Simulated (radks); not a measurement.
Values are calculated unless marked as measured or tabulated.
Cu2+, 27 electrons, occupied as [Ar] 3d(up 5, down 4).

Level of theory: non-relativistic Kohn-Sham, PBEsol, spin-polarised, spherical densities, point nucleus (a radial shooting solver on a logarithmic mesh with Libxc functionals).

Energy parts (hartree):
| part | energy |
|---|---|
| total | -1637.89363 |
| kinetic | 1636.60987 |
| electron-nucleus | -3897.57818 |
| Hartree | 687.99183 |
| exchange-correlation | -64.91715 |

Orbitals (lengths in bohr, moments of r in powers of bohr; <r^-3> diverges for s and p1/2):
orbital,occ.,eigenvalue (hartree),<r^-3>,<r^4>,<r^2>,<1/r>
1s up,1,-322.0745,-,0.00003591,0.003755,28.49
1s down,1,-322.0744,-,0.00003591,0.003755,28.49
2s up,1,-39.13409,-,0.007838,0.06726,6.187
2s down,1,-39.11088,-,0.007826,0.06722,6.189
2p up,3,-34.43373,672.9,0.005658,0.05299,6.152
2p down,3,-34.41651,673.4,0.005647,0.05294,6.154
3s up,1,-5.02534,-,0.5864,0.5998,1.965
3s down,1,-4.98346,-,0.5894,0.6011,1.962
3p up,3,-3.56277,85.80,0.7765,0.6631,1.837
3p down,3,-3.52146,85.45,0.7834,0.6654,1.834
3d up,5,-1.11395,8.428,3.069,1.088,1.469
3d down,4,-1.07539,8.325,3.264,1.115,1.459

The highest occupied level is 3d down at -29.263 eV. The density falls to 0.001 e/bohr^3 at r = 2.91 bohr. Virial ratio -V/T = 2.00078. The spin density at the nucleus is -0.2464 e/bohr^3 (1s -0.0155, 2s -0.5435, 3s 0.3126), a Fermi contact field of -12.9 T.
